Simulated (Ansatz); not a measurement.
`C[Se][GeH3]` + `[OH][GeH3]` → `[GeH3][O][GeH3]` + `C[SeH]`  (ligand exchange at a Ge–Se bond)

Isolated molecules relaxed with PBE0-D4/def2-TZVP in Ansatz; ΔE leaves out vibrations. CCSD(T)/CBS is the MP2 limit (def2-TZVPP, def2-QZVPP) plus CCSD(T) − MP2 in def2-TZVPP, frozen cores. Functionals use def2-TZVPP. For Ge, Se outer-core shells are correlated without core-valence functions, which leaves a few kJ/mol of doubt a bond. Scalar relativity is left out up to krypton.

`C[Se][GeH3]`:

Z-matrix (Å, degrees):
```
C
Se 1 1.956
H 1 1.089 2 106.3
H 1 1.088 2 110.5 3 118.6
H 1 1.088 2 110.5 3 -118.6
Ge 2 2.344 1 96.7 3 180.0
H 6 1.534 2 106.7 1 179.9
H 6 1.539 2 110.1 1 59.9
H 6 1.539 2 110.1 1 -60.2
```

`[OH][GeH3]`:

Cartesian coordinates in Å:
```
O -0.669 -0.520 -1.080
Ge 0.267 0.280 0.210
H -1.166 -1.276 -0.761
H 0.974 1.438 -0.498
H 1.278 -0.711 0.817
H -0.684 0.788 1.311
```

`[GeH3][O][GeH3]`:

Z-matrix (Å, degrees):
```
Ge
O 1 1.773
H 1 1.533 2 105.7
H 1 1.541 2 109.2 3 119.8
H 1 1.541 2 109.2 3 -119.8
Ge 2 1.773 1 127.5 3 180.0
H 6 1.533 2 105.7 1 180.0
H 6 1.541 2 109.2 1 60.1
H 6 1.541 2 109.2 1 -60.2
```

`C[SeH]`:

```xyz
6

C    -0.406    0.248   -0.269
Se    1.448   -0.036    0.262
H    -0.796   -0.630   -0.778
H    -0.394    1.090   -0.959
H    -1.017    0.499    0.595
H     1.165   -1.171    1.149
```

```
          species  r2SCAN-D4 energy (Eh)
    `C[Se][GeH3]`            -4520.25518
     `[OH][GeH3]`            -2154.62711
`[GeH3][O][GeH3]`            -4232.83454
         `C[SeH]`            -2442.03711
```

(1) Work out ΔE.

(2) What do rigid-rotor, harmonic-oscillator terms from PBE0-D4/def2-TZVP frequencies (298.15 K, 1 bar) make of the CCSD(T)/CBS value? (Best estimate.)

Largest T1 diagnostic among the species: 0.012.

## Answers

(1) ΔE = (-4232.83454) + (-2442.03711) − (-4520.25518) − (-2154.62711) = 0.01064 Eh = +27.9 kJ/mol. CCSD(T)/CBS gives +26.1 kJ/mol.

(2) Computed: ΔZPE = -6.5 kJ/mol, ΔH = +19.5 kJ/mol, ΔS = 5 J/(mol·K), ΔG = +18.1 kJ/mol. Modes under 50 cm⁻¹ make the entropy rough.

Leaving LDA and LC-ωPBE aside and taking each functional with its dispersion term where it has one, the values, not all of them listed here, spread over 17.1 kJ/mol, from B97M-V to PBE-D4. From BLYP to BHLYP (50 % exact exchange), in def2-TZVPP and without D4, ΔE moves by −3.4 kJ/mol.
